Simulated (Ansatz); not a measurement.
Cost and result for the atomization energy of `[Cl][GeH]` (3 atoms, 2 bonds).

Charge 0, multiplicity 1. Correlated methods include outer-core shells of Ge, which these sets cover unevenly. Scalar relativity is left out up to krypton. The geometry is a stationary point of PBE0-D4/def2-TZVP. Program: Ansatz. All runs use 4 threads of an Arm Neoverse V2 on a shared host. Times are those of one run each, without the atoms' runs, and a repeat can differ threefold. Electronic energies, without spin–orbit coupling; frozen cores. CCSD(T)/CBS adds CCSD(T) − MP2 in def2-TZVPP to the MP2 limit, and its time is that of the two runs behind it. T1 = 0.013; the RHF reference is unstable towards UHF. With those shells the extrapolation isn't a true limit.

CCSD(T)/CBS is a level of theory with its own doubt, some kJ/mol a heavy atom from the limit and from the frozen cores, so smaller differences don't rank the functionals.

```json
{"level": "LDA (SPW92)/def2-TZVPP", "functions": "104", "wall time": "0.25 s", "atomization (kJ/mol)": "804.1", "difference from CCSD(T)/CBS": "105.0", "per bond": "52.5"}
{"level": "CCSD(T)/def2-SVP", "functions": "55", "wall time": "0.35 s", "atomization (kJ/mol)": "622.5", "difference from CCSD(T)/CBS": "-76.6", "per bond": "-38.3"}
{"level": "PBE-D4/def2-TZVPP (with forces)", "functions": "104", "wall time": "0.45 s", "atomization (kJ/mol)": "706.0", "difference from CCSD(T)/CBS": "6.9", "per bond": "3.5"}
{"level": "BHLYP-D4/def2-TZVPP", "functions": "104", "wall time": "0.5 s", "atomization (kJ/mol)": "667.9", "difference from CCSD(T)/CBS": "-31.2", "per bond": "-15.6"}
{"level": "CAM-B3LYP-D4/def2-TZVPP", "functions": "104", "wall time": "0.6 s", "atomization (kJ/mol)": "686.8", "difference from CCSD(T)/CBS": "-12.3", "per bond": "-6.1"}
{"level": "B2PLYP/def2-TZVPP", "functions": "104", "wall time": "0.75 s", "atomization (kJ/mol)": "681.2", "difference from CCSD(T)/CBS": "-17.9", "per bond": "-8.9"}
{"level": "PBE-QIDH/def2-TZVPP", "functions": "104", "wall time": "0.8 s", "atomization (kJ/mol)": "678.5", "difference from CCSD(T)/CBS": "-20.6", "per bond": "-10.3"}
{"level": "CCSD(T)/def2-TZVPP", "functions": "104", "wall time": "1.1 s", "atomization (kJ/mol)": "672.4", "difference from CCSD(T)/CBS": "-26.7", "per bond": "-13.4"}
{"level": "ωB97X-V/def2-TZVPP", "functions": "104", "wall time": "1.1 s", "atomization (kJ/mol)": "701.1", "difference from CCSD(T)/CBS": "2.0", "per bond": "1.0"}
{"level": "B97M-V/def2-TZVPP", "functions": "104", "wall time": "1.2 s", "atomization (kJ/mol)": "717.4", "difference from CCSD(T)/CBS": "18.3", "per bond": "9.2"}
{"level": "ωB97M-V/def2-TZVPP (with forces)", "functions": "104", "wall time": "1.6 s", "atomization (kJ/mol)": "695.8", "difference from CCSD(T)/CBS": "-3.3", "per bond": "-1.6"}
{"level": "CCSD(T)/def2-QZVPP", "functions": "189", "wall time": "8 s", "atomization (kJ/mol)": "689.2", "difference from CCSD(T)/CBS": "-9.9", "per bond": "-5.0"}
{"level": "CCSD(T)/CBS(def2)", "functions": "–", "wall time": "9.1 s", "atomization (kJ/mol)": "699.1", "difference from CCSD(T)/CBS": "0.0", "per bond": "0.0"}
```

At CCSD(T), def2-SVP lies −76.6 kJ/mol from the extrapolated value and def2-TZVPP −26.7 kJ/mol: correlation converges slowly with the basis, and small sets miss more of it in the bonded molecule than in its fragments. In def2-TZVPP, CCSD(T) changes the Hartree–Fock value by +200.0 kJ/mol (the triples alone add +15.4 kJ/mol) and MP2 by +202.3 kJ/mol; breaking electron pairs costs correlation energy, which Hartree–Fock lacks. From PBE to PBE0 (25 % exact exchange), in def2-TZVPP and without D4, the atomization energy moves by −18.5 kJ/mol: exact exchange takes away binding that semilocal exchange gives to molecules.
